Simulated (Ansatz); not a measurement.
Ansatz (a program for electronic structure) input (PBE0/6-31G*):

Ansatz 0.2 input:
```yaml
crystal:
  periodic: [false, false, false]
  atoms:
    - {symbol: N, position_ang: [-1.40452789, -1.90513253, -0.13938589]}
    - {symbol: Al, position_ang: [0.07537773, -0.95329786, -0.06641011]}
    - {symbol: N, position_ang: [1.68664741, -1.66281670, -0.10917010]}
    - {symbol: Br, position_ang: [-0.10290235, 1.30140009, 0.09066014]}
    - {symbol: H, position_ang: [-2.32794205, -1.50362387, -0.11523829]}
    - {symbol: H, position_ang: [-1.45559044, -2.90856131, -0.20984738]}
    - {symbol: H, position_ang: [1.89478657, -2.64592678, -0.17709793]}
    - {symbol: H, position_ang: [2.53558104, -1.12237450, -0.06769806]}
basis:
  gaussian:
    orbitals: 6-31G*
hamiltonian:
  xc: {name: PBE0}
```

Output:

```
Functional definition: PBE0
integrals: 0.04 GiB planned
898 factors; integrals over basis functions are off by at most 1.1e-3 eV
0.14 GiB of the device are held for the grids
1.25 GiB of device memory are held for the factors and their scratch space
mean field: 0.18 GiB planned
mean field evaluation 1: about -79658.0037 eV, gradient 7.4e1 eV
mean field evaluation 2: about -79646.0821 eV, gradient 1.0e2 eV
mean field evaluation 4: about -79668.7093 eV, gradient 2.9e0 eV
mean field evaluation 8: about -79668.8283 eV, gradient 7.5e-2 eV
mean field evaluation 16: about -79668.8284 eV, gradient 2.6e-5 eV
mean field -79668.82836982 eV, -2927.7754411196 hartree, gradient 1.9e-5 eV, S^2 0.000000; 0 other end points of the search recorded, 0 dependent functions left out
reference -79668.82839758 eV, -2927.7754421398 hartree; 33, 33 occupied and 59, 59 virtual orbitals, 898 factors
Total energy: -79668.82839758 eV, -2927.7754421398 hartree
```
